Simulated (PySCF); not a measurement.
Computed shifts of a molecule C2H6ClNSi2, PBE0/pcSseg-1 (PySCF), GIAO, gas phase, equivalent atoms averaged, in ppm (number of nuclei): ²⁹Si: -41.1 (1), -62.0 (1). ¹³C: 127.6 (1), 112.0 (1). ¹⁵N: 13.8 (1). ¹H: 5.39 (2), 4.91 (2), 0.80 (2). References: ²⁹Si against TMS (σ = 352.7 ppm); ³⁵Cl against HCl (σ = 945.9 ppm); ¹³C against TMS (σ = 186.3 ppm); ¹⁵N against NH3 (σ = 267.4 ppm); ¹H against TMS (σ = 31.56 ppm), references at their B3LYP-D3(BJ)/def2-TZVP geometries, non-relativistic (without spin–orbit terms, shifts of atoms bonded to Cl or Br come out too high). The structure is a stationary point at B3LYP-D3(BJ)/def2-SVP. Other conformers were not sampled.

Question: Which molecule gave these data?
A) Cl[SiH2][C@@H]1N=C[SiH2]1
B) C[Si@@]1(Cl)C=N[SiH2]1
C) N[SiH2]C#C[SiH2]Cl
D) Cl[Si@H]1C[SiH2]C=N1

Answer: C, N[SiH2]C#C[SiH2]Cl
